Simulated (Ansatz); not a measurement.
`O[Si](O)(F)[SiH2]F` + CH₃NH₂ → `C[SiH2]F` + `N[Si](O)(O)F`  (formal exchange of groups at the Si–Si bond)

Computed with Ansatz on PBE0-D4/def2-TZVP structures; ΔE is electronic, products minus reactants. CCSD(T)/CBS adds triple-zeta CCSD(T) − MP2 to the extrapolated MP2 energy (def2 sets, frozen cores). Functionals use def2-TZVPP. B3LYP here is the variant with VWN-RPA as its local correlation; programs differ in this. HSE06 is defined as in plane-wave codes. One conformer a species, not always the lowest.

```
             level  ΔE (kJ/mol)
           PBE0-D4       -174.3
          B3LYP-D4       -177.7
              PBE0       -174.8
             HSE06       -174.8
RPA@PBE/def2-TZVPP       -178.3
      MP2/def2-SVP       -184.0
     HF/def2-QZVPP       -194.9
SCS-MP2/def2-QZVPP       -193.2
```

Q: What does CCSD(T)/CBS give? (An estimate is asked.)

A: Ansatz gave: -188.9 kJ/mol. The listed levels differ from it by 14.6, 11.2, 14.1, 14.1, 10.6, 4.9, -6.0, -4.3 kJ/mol.

Q: What do rigid-rotor, harmonic-oscillator terms from PBE0-D4/def2-TZVP frequencies (298.15 K, 1 bar) make of the CCSD(T)/CBS value? (Estimate.)

A: Ansatz gave: ΔZPE = -3.5 kJ/mol, ΔH = -194.2 kJ/mol, ΔS = -12 J/(mol·K), ΔG = -190.6 kJ/mol. Modes under 50 cm⁻¹ make the entropy rough.

Largest T1 diagnostic among the species: 0.012.

From PBE to PBE0 (25 % exact exchange), in def2-TZVPP and without D4, ΔE moves by −11.8 kJ/mol. Leaving LDA and LC-ωPBE aside and taking each functional with its dispersion term where it has one, the values, not all of them listed here, spread over 30.6 kJ/mol, from r2SCAN0-D4 to revPBE-D4. LDA lies −12.7 kJ/mol from PBE without D4.
